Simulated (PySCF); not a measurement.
Compound: C2H7F3GeSi.
Bonds: F1–C2, C2–F3, C2–F4, C2–Si5, Si5–C6, C6–Ge7. Hydrogens: H8, H9 on Si5; H10, H11 on C6; H12, H13, H14 on Ge7.

Theory: core-valence-separated Tamm–Dancoff BHandHLYP/aug-pcX-1 (pcseg-1 on H, def2-SVPD on Ge, def2-SVPD on Si) in PySCF, non-relativistic, gas phase, PBE0-D3(BJ)/def2-SVP geometry.

Computed carbon K-edge spectrum, Gaussian lines of 0.4 eV full width, highest printed point 100; it ends one width below the last computed root. BHandHLYP without relativity tends to put these K edges a few eV too low, so spacings mean more than positions.

```json
{"photon energy (eV)": "284.7", "absorption": "0"}
{"photon energy (eV)": "284.8", "absorption": "0"}
{"photon energy (eV)": "284.9", "absorption": "0"}
{"photon energy (eV)": "285.0", "absorption": "1"}
{"photon energy (eV)": "285.1", "absorption": "1"}
{"photon energy (eV)": "285.2", "absorption": "2"}
{"photon energy (eV)": "285.3", "absorption": "3"}
{"photon energy (eV)": "285.4", "absorption": "9"}
{"photon energy (eV)": "285.5", "absorption": "23"}
{"photon energy (eV)": "285.6", "absorption": "48"}
{"photon energy (eV)": "285.7", "absorption": "75"}
{"photon energy (eV)": "285.8", "absorption": "94"}
{"photon energy (eV)": "285.9", "absorption": "100"}
{"photon energy (eV)": "286.0", "absorption": "97"}
{"photon energy (eV)": "286.1", "absorption": "90"}
{"photon energy (eV)": "286.2", "absorption": "83"}
{"photon energy (eV)": "286.3", "absorption": "76"}
{"photon energy (eV)": "286.4", "absorption": "68"}
{"photon energy (eV)": "286.5", "absorption": "57"}
{"photon energy (eV)": "286.6", "absorption": "43"}
{"photon energy (eV)": "286.7", "absorption": "27"}
{"photon energy (eV)": "286.8", "absorption": "15"}
{"photon energy (eV)": "286.9", "absorption": "11"}
{"photon energy (eV)": "287.0", "absorption": "12"}
{"photon energy (eV)": "287.1", "absorption": "15"}
{"photon energy (eV)": "287.2", "absorption": "17"}
{"photon energy (eV)": "287.3", "absorption": "16"}
{"photon energy (eV)": "287.4", "absorption": "12"}
{"photon energy (eV)": "287.5", "absorption": "7"}
{"photon energy (eV)": "287.6", "absorption": "4"}
{"photon energy (eV)": "287.7", "absorption": "2"}
{"photon energy (eV)": "287.8", "absorption": "1"}
{"photon energy (eV)": "287.9", "absorption": "0"}
{"photon energy (eV)": "288.0", "absorption": "0"}
{"photon energy (eV)": "288.1", "absorption": "1"}
{"photon energy (eV)": "288.2", "absorption": "1"}
```

Question: Assign the maxima to core holes.

Answer: 2 maxima:
- 285.9 eV: C6 (sp3 carbon bound to silicon), 285.99 eV, f = 0.031, 53 % of the height at the exact maximum; C6 (sp3 carbon bound to silicon), 285.75 eV, f = 0.033, 40 % of the height at the exact maximum
- 287.2 eV: C6 (sp3 carbon bound to silicon), 287.15 eV, f = 0.006, 61 % of the height at the exact maximum; C6 (sp3 carbon bound to silicon), 287.32 eV, f = 0.004, 36 % of the height at the exact maximum

Further lines of some strength in the range: C6, 286.25 eV, f = 0.024; C6, 286.51 eV, f = 0.020.

Roots within 0.03 eV on the same or equivalent atoms count as one line; shares under 12 % aren't listed.

Vibrational structure and lifetime widths aren't in the curve. The ionisation threshold wasn't computed; near and above it a finite basis only mimics Rydberg series and continuum. The BHandHLYP/aug-pcX-1 (pcseg-1 on H, def2-SVPD on Ge, def2-SVPD on Si) calculation is non-relativistic and has no spin–orbit coupling, an omission that weighs most on germanium.

Shape of the structure used: `[F:1][C:2]([F:3])([F:4])[SiH2:5][CH2:6][GeH3:7]`: F1–C2–Si5–C6 -56°, C2–Si5–C6–Ge7 -57°.

One conformer stands for the species.
